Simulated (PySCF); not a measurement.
**SbH₃, singlet: molecular constants**

These are results of PBE0 in PySCF with Sb def2-TZVP with ECP28, H def2-TZVP; scalar-relativistic core potentials, no spin–orbit coupling; density-fitted integrals, not measurements.

The structure is a minimum.

Z-matrix (Å, degrees; charge 0 multiplicity 1):
```
Sb
H  1 1.7076
H  1 1.7076 2 91.41
H  1 1.7076 2 91.41 3 -91.45
```

| Property | Result |
| --- | --- |
| Point group | C3v |
| Bond lengths | Sb–H 1.708 Å (×3) |
| Bond angles | H–Sb–H 91.4° (×3) |
| Lowest empty level | -0.12 eV |
| Zero-point energy | 50.3 kJ/mol |
| Entropy at 298.15 K and 1 bar | 232.7 J/(mol K) |
| Principal quadrupole moments (Buckingham, traceless) about the centre of mass | -2.26, 1.13, 1.13 D Å |
| Principal polarisabilities | 41.3, 42.3, 42.3 bohr³ |
| Rotational constants | 2.939, 2.939, 2.799 cm⁻¹ |
| Atomisation energy without zero-point energy | 798 kJ/mol |
| Rotational symmetry number | 3 |
| Dipole moment | 0.31 D |
| Heat capacity Cp at 298.15 K | 41.0 J/(mol K) |
| Enthalpy at 298.15 K above 0 K | 10.47 kJ/mol |
| Highest occupied level | -7.53 eV |

Harmonic modes (masses in u: Sb 120.904, H 1.008):
```tsv
symmetry	ω (cm⁻¹)	IR (km/mol, summed over degenerate members)	type
a1	804	56.7	bend
e	846	36.4	bend
a1	1968	123	stretch
e	1976	332	stretch
```

In C3v the vibrations span 2a1 + 2e.

Charges (e):
```
  atom  Mulliken  Löwdin  polar tensor  Mayer order to Sb1
   Sb1      0.01    0.09          0.59                   –
H2,3,4      0.00   -0.03         -0.20                0.98
```

Mulliken populations on Sb1 (electrons outside its core potential): s 3.82, p 9.03, d 10.12, f 0.02.

Outer orbital energies (eV). occupied: -16.20, -9.59, -9.59, -7.53; empty: -0.12, -0.12, 0.94, 3.24.

Counting electrons, antimony keeps 2 of its valence electrons outside its bonds, so the VSEPR class is AX3E1 and the expected shape is trigonal pyramidal (C3v), as computed. The angle of 91° is close to 90°: the heavy centre bonds with nearly pure p orbitals and keeps its lone pair s-like.

The final relaxation and frequency run took about 23 core-seconds on a shared host.
